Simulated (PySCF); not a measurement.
## Electron correlation in Re(2+) (rhenium, charge +2)

[Xe] 4f14 5d4 6s1, high-spin 6D determinant (an excited configuration). Calculation: PySCF 2.14, in x2c-TZVPPall with one added diffuse shell each of s, p, d, f type (12s8p8d4f1g, 113 functions); scalar relativity by spin-free X2C-1e. Frozen: [Xe] 4f14; 5 electrons correlated.

```tsv
level	correlation energy (mhartree)
CCSD	-50.78
(T)	-0.68
CCSD(T)	-51.46
```

Diagnostics: T1 = 0.0026, D1 = 0.0066, largest double amplitude 0.020.

Spin-orbit coupling, absent here, splits the open shell strongly.

Cost of the coupled-cluster step: about 6 core-seconds, for 5 correlated electrons.
